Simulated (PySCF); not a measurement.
**Orbital picture of LaS**

UHF at R = 2.365 Å; PySCF, spin-free X2C with a Gaussian nucleus, basis sets La x2c-SVPall, S x2c-SVPall. State: doublet, about 0.1 electrons in the 4f shell (Mulliken). Only the outer orbitals are listed, counted within each symmetry.

| spin | orbital | occ. | ε (eV) | on La (%) | main shells (%) |
| --- | --- | --- | --- | --- | --- |
| α | 14σ | 1 | -29.90 | 88 | 88 La p, 9 S s |
| α | 7π | 1 | -28.77 | 100 | 100 La p |
| α | 7π | 1 | -28.77 | 100 | 100 La p |
| α | 15σ | 1 | -21.06 | 17 | 83 S s, 10 La p |
| α | 16σ | 1 | -8.84 | 28 | 69 S p, 23 La d |
| α | 8π | 1 | -8.61 | 25 | 74 S p, 20 La d |
| α | 8π | 1 | -8.61 | 25 | 74 S p, 20 La d |
| α | 17σ | 1 | -5.53 | 99 | 78 La s, 13 La p, 9 La d |
| α | 9π | 0 | 0.44 | 99 | 70 La p, 29 La d |
| α | 9π | 0 | 0.44 | 99 | 70 La p, 29 La d |
| α | 18σ | 0 | 0.86 | 95 | 43 La d, 42 La p, 10 La s |
| β | 14σ | 1 | -29.61 | 87 | 86 La p, 10 S s |
| β | 7π | 1 | -28.58 | 100 | 100 La p |
| β | 7π | 1 | -28.58 | 100 | 100 La p |
| β | 15σ | 1 | -21.24 | 17 | 83 S s, 11 La p |
| β | 16σ | 1 | -8.93 | 25 | 73 S p, 19 La d |
| β | 8π | 1 | -8.74 | 22 | 78 S p, 17 La d |
| β | 8π | 1 | -8.74 | 22 | 78 S p, 17 La d |
| β | 17σ | 0 | -0.18 | 99 | 84 La s, 9 La p |
| β | 3δ | 0 | 1.49 | 100 | 100 La d |
| β | 3δ | 0 | 1.49 | 100 | 100 La d |

**Question.** Which are the highest filled and the lowest empty level, where do they sit, and how wide is the gap?

**Answer.** Highest filled α 17σ at -5.53 eV (in %: 78 La s, 13 La p, 9 La d); lowest empty β 17σ at -0.18 eV (in %: 84 La s, 9 La p); the gap at UHF is 5.35 eV.

* bond order (Mayer): 2.30
* ⟨S²⟩: 0.756
* charge on La (Mulliken, basis-dependent): 0.46
* charge on La (Löwdin, basis-dependent): 0.06
* dipole moment (positive dipole means La(−)S(+)): -6.37 D

Spin–orbit coupling is left out. The state is the lowest single determinant that the PBE0 search found; with open d or f shells the true ground state can be another one.
